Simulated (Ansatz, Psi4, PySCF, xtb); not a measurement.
Noncovalent pair: HF (SMILES F) (first 2 atoms) with H2 (SMILES [H][H]); geometry from B3LYP-D3(BJ)/def2-TZVP, rigid monomers moved along the line of their centres of mass till H2···H4 is 2.26 Å.
(charge 0, multiplicity 1):
```xyz
4

F     -0.0821     0.1939    -0.5040
H     -0.0694     0.0989     0.4177
H     -0.0868    -0.4891     2.6034
H      0.0122     0.2472     2.6740
```

Counterpoise-corrected where a basis set is named; no monomer relaxation. Rows marked so take none.

Frozen-core correlation. Rows in 3-21G, 6-311+G**, 6-31G* carry no dispersion term and start afresh at each structure (6-31G* with six Cartesian d functions).

The values were computed with Ansatz (Gaussian orbitals); Psi4 for SAPT; PySCF for 3-21G rows, 6-311+G** rows, 6-31G* rows, the dispersion terms; xtb for the GFN methods. 

```csv
level,interaction energy (kcal/mol)
GFN1-xTB,-0.42
PBE/def2-TZVPPD,-1.12
r2SCAN-D4/def2-TZVPPD,(withheld)
B3LYP/3-21G (no counterpoise),(withheld)
B3LYP/6-31G*,-0.42
B3LYP/6-311+G** (no counterpoise),-0.73
SCS-MP2/aug-cc-pVQZ,-0.79
CCSD(T)/aug-cc-pVDZ,-0.77
SAPT0/jun-cc-pV(D+d)Z,-0.70
```

Task: What belongs in the gaps?

Result: 
- r2SCAN-D4/def2-TZVPPD, interaction energy (kcal/mol): -0.88
- B3LYP/3-21G (no counterpoise), interaction energy (kcal/mol): -0.66

Ansatz is an electronic-structure program.
